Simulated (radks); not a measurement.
The numbers below are computed, except where a source is named.
Question: The mean radii <r> (bohr) of the occupied orbitals of an atom or ion are listed with their occupations. Level of theory: Dirac Kohn-Sham, LDA (Slater exchange, Perdew-Wang correlation), spin-unpolarised, spherical densities, point nucleus (a radial shooting solver on a logarithmic mesh with Libxc functionals).

orbital      occ.      <r>
1s1/2           2  0.02908
2s1/2           2   0.1252
2p1/2           2   0.1058
2p3/2           4   0.1112
3s1/2           2   0.3397
3p1/2           2   0.3303
3p3/2           4   0.3415
3d3/2           4   0.3127
3d5/2           6   0.3163
4s1/2           2   0.8183
4p1/2           2   0.8649
4p3/2           4   0.8952
4d3/2           4    1.086
4d5/2           6    1.101
5s1/2           1    2.283
5p1/2    0.666667    2.817
5p3/2     1.33333    2.935
5d3/2         0.4    7.660
5d5/2         0.6    7.752

Name the element and its charge. Open shells, if any, are shared by 2j + 1.

Answer: Z = 50, tin, charge 0: Sn in [Kr] 4d10 5s1 5p2 5d1. The 1s radius gives Z: for a bare nucleus <r> = (2 gamma + 1)/(2Z) with gamma = sqrt(1 - (Z/c)^2), 0.02862 bohr for Z = 50, and screening makes it slightly larger (0.02908 here). The occupations add up to 50, and the charge is Z minus that.
